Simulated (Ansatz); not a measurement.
Cartesian coordinates (Å):
SMILES: Bc1ccoc1S
```xyz
12

B     -1.4075    -1.1277    -0.4031
C     -0.1562    -0.3329    -0.0988
C      1.2287    -0.7626    -0.1028
C      1.9867     0.3036     0.2337
O      1.1856     1.3936     0.4550
C     -0.0745     1.0127     0.2577
S     -1.2602     2.2609     0.4904
H     -1.3451    -2.2968    -0.7025
H     -2.5004    -0.6014    -0.3512
H      1.5836    -1.7644    -0.3359
H      3.0516     0.4746     0.3611
H     -2.2923     1.4405     0.1964
```
Charge 0, multiplicity 1.

Calculation: frozen-core CCSD(T)/cc-pVTZ // PBE0-D3(BJ)/def2-SVP in Ansatz (a first-principles code).

* **HF energy**: -651.52071 Ha
* **MP2 correlation energy**: -1.13610 Ha

Q: Estimate the CCSD correlation energy, the (T) correction, the total energy and the T1 diagnostic.

A: 
| Property | Result |
|---|---|
| CCSD correlation energy | -1.16954 Ha |
| (T) correction | -0.06021 Ha |
| CCSD(T) total energy | -652.75046 Ha |
| T1 diagnostic | 0.014 |
